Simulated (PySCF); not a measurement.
SMILES CC(=O)[SiH2]C[SeH] (C₃H₈OSeSi) (GFN2-xTB optimised geometry):

```
14

C      1.714     1.460     0.000
C      0.213     1.460     0.000
O     -0.439     2.479     0.000
Si    -0.696    -0.242    -0.018
C     -0.568    -0.975    -1.782
Se     1.246    -1.575    -2.264
H      2.108     2.474    -0.004
H      2.070     0.926     0.878
H      2.069     0.922    -0.878
H     -2.108    -0.031     0.288
H     -0.034    -1.164     0.914
H     -1.230    -1.829    -1.915
H     -0.820    -0.236    -2.543
H      1.401    -2.479    -1.145
```

Computed with PBE0/def2-TZVP (PySCF).

Q: What are the frontier orbital energies and the dipole moment?

A: HOMO-2 -9.05 eV, HOMO-1 -6.88 eV, HOMO -6.69 eV, LUMO -1.24 eV, LUMO+1 -0.24 eV; dipole moment 2.22 D.

On the same geometry PySCF with PBE/def2-TZVP gives HOMO-2 -7.85 eV, HOMO-1 -5.63 eV, HOMO -5.33 eV, LUMO -2.31 eV, LUMO+1 -1.17 eV; dipole moment 2.07 D.

Meta-Löwdin charges at PBE0/def2-TZVP: C1 -0.40, C2 0.19, O3 -0.39, Si4 0.56, C5 -0.52, Se6 -0.03, H7 0.13, H8 0.14, H9 0.15, H10 -0.08, H11 -0.10, H12 0.14, H13 0.15, H14 0.06.
